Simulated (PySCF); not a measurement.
One molecule, one basis, several functionals.

C2H6OSSi.
Bonds: C1–C2 (double), C2–S3, S3–Si4, Si4–O5. Hydrogens: H6, H7 on C1; H8 on C2; H9, H10 on Si4; H11 on O5.

Torsions of this conformer, `[CH2:1]=[CH:2][S:3][SiH2:4][OH:5]`: C1–C2–S3–Si4 31°, C2–S3–Si4–O5 161°, H–O5–Si4–S3 -58°.

PySCF, pcSseg-2 basis, density fitting, gas phase, PBE0-D3(BJ)/def2-SVP geometry. One functional is left out:

```
functional  exact exchange (%)  HOMO energy (eV)  LUMO energy (eV)  dipole moment (D)
     B97-D                   0             -5.71             -1.24              1.508
      BLYP                   0             -5.60             -1.22              1.492
      BP86                   0             -5.86             -1.44              1.506
       LDA                   0             -5.92             -1.59              1.556
      OPBE                   0             -5.75             -1.24              1.510
       PBE                   0             -5.77             -1.36              1.504
     B3LYP                  20             -6.62             -0.63              1.597
     B97-2                  21             -6.60             -0.44              1.612
      PBE0                  25             -6.84             -0.40              1.630
 BHandHLYP                  50             -7.77              0.45              1.727
```

Q: Predict the row of mPW1PW91 (25 % exact exchange) by straight lines through the other rows, and check it.

A: 
```tsv
property	line	computed	computed − line	PBE0 (25 %), for comparison
HOMO energy (eV)	-6.79	-6.86	-0.07	-6.84
LUMO energy (eV)	-0.42	-0.41	+0.01	-0.40
dipole moment (D)	1.623	1.629	+0.006	1.630
```

Q: Which of these properties follows the share of exact exchange most closely, and which least?

A: Most closely the HOMO energy, least the dipole moment; the correlations over the tabulated rows are HOMO energy -0.992, LUMO energy 0.983, dipole moment 0.975. The HOMO energy moves by -0.405 eV for every 10 %. Functionals with the same share still differ in their other parts: at 0 % BLYP and LDA differ by 0.32 eV in it.
